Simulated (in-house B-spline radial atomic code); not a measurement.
Radial electron density of Ir5+, [Xe] 4f14 5d4. Method: Dirac-Kohn-Sham PBE0, spherical fractional occupations, Fermi nucleus of rms radius 5.4032 fm. Calculated with a radial B-spline atomic code at the basis-set limit.

Caution: exact exchange at fractional occupations of open shells leaves self-interaction of up to several eV.

Columns: r (bohr), 4πr²n(r) (electrons per bohr), bar.

```
0.000488    3.086 #
0.000602    4.306 #
0.000743    5.983 ##
0.000917    8.263 ###
 0.00113    11.31 ####
  0.0014    15.48 #####
 0.00172    20.72 ######
 0.00213    27.71 #########
 0.00262     36.2 ###########
 0.00324    46.76 ###############
 0.00399     58.8 ##################
 0.00493    72.23 #######################
 0.00608    85.72 ###########################
  0.0075    97.86 ###############################
 0.00926    106.7 #################################
  0.0114    110.6 ##################################
  0.0141    108.9 ##################################
  0.0174    103.3 ################################
  0.0215     98.3 ###############################
  0.0265    99.73 ###############################
  0.0327    110.9 ###################################
  0.0403    128.2 ########################################
  0.0497    141.1 ############################################
  0.0614    138.6 ###########################################
  0.0757    122.8 ######################################
  0.0934    111.1 ###################################
   0.115    117.9 #####################################
   0.142    131.2 #########################################
   0.176    122.3 ######################################
   0.217    90.84 ############################
   0.267    70.81 ######################
    0.33    77.44 ########################
   0.407    83.57 ##########################
   0.502    67.08 #####################
    0.62     41.5 #############
   0.765    25.76 ########
   0.943    19.12 ######
    1.16    13.84 ####
    1.44    7.822 ##
    1.77    3.466 #
    2.19    1.128 
     2.7   0.2704 
    3.33  0.04162 
    4.11 0.003468 
    5.07 0.0001334
```

On this grid the curve has 4 maxima, near 0.0114, 0.0497, 0.142, 0.407 bohr.

The 5d5/2 radial function P(r) = rR(r), positive near the nucleus, with its small component Q(r) (sign convention: Q ≈ (P' + κP/r)/2c):

| r (bohr) | P | Q |
| --- | --- | --- |
| 0.0075 | 0.001448 | -0.0001349 |
| 0.0114 | 0.00451 | -0.0004175 |
| 0.0174 | 0.01351 | -0.00124 |
| 0.0265 | 0.03728 | -0.003393 |
| 0.0403 | 0.09141 | -0.00827 |
| 0.0614 | 0.1884 | -0.01712 |
| 0.0934 | 0.2903 | -0.02754 |
| 0.142 | 0.253 | -0.02984 |
| 0.217 | -0.07262 | -0.01363 |
| 0.33 | -0.4332 | 0.009889 |
| 0.502 | -0.248 | 0.01473 |
| 0.765 | 0.4641 | 0.001623 |
| 1.16 | 0.9287 | -0.007809 |
| 1.77 | 0.7209 | -0.00668 |
| 2.7 | 0.2531 | -0.002248 |
| 4.11 | 0.03072 | -0.0002638 |
